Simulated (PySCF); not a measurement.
## How methods differ on the ionisation energy of Si⁺

Si⁺ [Ne] 3s2 3p1 (2P) → Si²⁺ [Ne] 3s2 (1S), as a difference of total energies. Calculation: PySCF 2.14, in aug-cc-pwCVTZ; no relativity, point nucleus. Correlated levels: valence and next inner shell: 1s2 frozen. The calculations carry no spin-orbit coupling.

| method | ionisation energy (eV) | error (eV) |
| --- | --- | --- |
| UHF | 15.830 | -0.492 |
| MP2 (valence and next inner shell) | 16.110 | -0.212 |
| SCS-MP2 (valence and next inner shell) | 16.098 | -0.224 |
| CCSD (valence and next inner shell) | 16.232 | -0.090 |
| CCSD(T) (valence and next inner shell) | 16.257 | -0.065 |

Reference: 16.322 eV (measured; NIST levels, between the centres of gravity of the two terms).

Errors of the correlated levels include the incompleteness of this basis and the frozen core.
